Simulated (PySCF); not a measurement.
## What went wrong, or what changed?

The sound run of [Gd(S2)2]− (singlet in the valence; each metal's 4f electrons, 7 of them, lie in its core potential, out of spins and levels) uses PySCF 2.14.0, RKS B3LYP, Gd lcecp-1-SVP with ECP53, S def2-SVP; non-relativistic Hamiltonian with scalar-relativistic core potentials where named; density fitting; no spin-orbit coupling, grid (50, 194), threshold 1e-8 and 55 cycles at the relaxed geometry. This run, with dm0 from free metal ions and neutral atoms, differs:

```python
mol = gto.M(atom='''
Gd     0.00000     0.00000     0.00000
S      0.78218     0.78218     2.39724
S     -0.78218    -0.78218     2.39724
S      0.78218    -0.78218    -2.39724
S     -0.78218     0.78218    -2.39724''',
    basis={'Gd': 'lcecp-1-SVP', 'S': 'def2-SVP'},
    ecp={'Gd': 'lcecp-1-SVP'},
    charge=-1, spin=1)
mf = dft.UKS(mol, xc='B3LYP')
mf.grids.atom_grid = (50, 194)  # f atoms: unpruned, at least (60, 302)
mf = mf.density_fit()  # fitting sets: Gd AutoAux, S def2-universal-JKFIT
mf.conv_tol = 1e-08; mf.max_cycle = 100
mf.kernel(dm0)
```

What was changed, and how did it end?

The spin was changed. The program refused it. The cycle limit differs too. These settings are unsound on purpose: the numbers aren't the compound's.
```
RuntimeError: Electron number 76 and spin 1 are not consistent
Note mol.spin = 2S = Nalpha - Nbeta, not 2S+1
```

Run from Python with OMP_NUM_THREADS=2; the lines above give its settings.

An lcecp potential fixes the number of 4f electrons, so in runs with it no electron can move into or out of that shell.
